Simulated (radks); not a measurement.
Minus the highest occupied eigenvalue as an estimate of the ionisation energy, La40+ to La56+. The LB94 potential has the -1/r tail that LDA and GGA lack but no energy functional. All-electron calculation, Dirac Kohn-Sham, LB94 model potential, spin-unpolarised, spherical densities, finite nucleus; open shells fill j = l - 1/2 first; Fermi nuclear charge, rms radius 4.855 fm. Program: a radial shooting solver on a logarithmic mesh with Libxc functionals.

| species | configuration | HOMO | -e(HOMO) (eV) | <r> (bohr) | IE, NIST (eV) | kind |
|---|---|---|---|---|---|---|
| La40+ | [Ne] 3s2 3p5 | 3p3/2 | 3035.2 | 0.257 | 3036 | theory |
| La41+ | [Ne] 3s2 3p4 | 3p3/2 | 3126.6 | 0.255 | 3133 | theory |
| La42+ | [Ne] 3s2 3p3 | 3p3/2 | 3218.9 | 0.253 | 3222 | theory |
| La43+ | [Ne] 3s2 3p2 | 3p1/2 | 3421.6 | 0.242 | 3416 | theory |
| La44+ | [Ne] 3s2 3p1 | 3p1/2 | 3518.7 | 0.240 | 3515 | theory |
| La45+ | [Ne] 3s2 | 3s1/2 | 3720.0 | 0.253 | 3704 | theory |
| La46+ | [Ne] 3s1 | 3s1/2 | 3813.1 | 0.251 | 3800 | theory |
| La47+ | [Ne] | 2p3/2 | 8639.1 | 0.0938 | 8669 | theory |
| La48+ | [He] 2s2 2p5 | 2p3/2 | 8889.6 | 0.0931 | 8914 | theory |
| La49+ | [He] 2s2 2p4 | 2p3/2 | 9142.5 | 0.0923 | 9184 | theory |
| La50+ | [He] 2s2 2p3 | 2p3/2 | 9397.4 | 0.0916 | 9437 | theory |
| La51+ | [He] 2s2 2p2 | 2p1/2 | 10120.3 | 0.0853 | 10136 | theory |
| La52+ | [He] 2s2 2p1 | 2p1/2 | 10394.3 | 0.0846 | 10426 | theory |
| La53+ | [He] 2s2 | 2s1/2 | 10796.9 | 0.101 | 10789 | theory |
| La54+ | [He] 2s1 | 2s1/2 | 11023.2 | 0.101 | 11033.4 | theory |
| La55+ | [He] | 1s1/2 | 45135 | 0.0249 | 45145.0 | theory |
| La56+ | 1s1 | 1s1/2 | 46041 | 0.0248 | 46245.8 | theory |

Reference values: NIST Atomic Spectra Database (exp. = measured, semi-emp. = semi-empirical, theory = theoretical value adopted there). Spin polarisation and multiplet splitting are left out.

Beside tabulated values, note that spin-unpolarised runs miss the spin-polarisation part of the exchange energy of open shells.
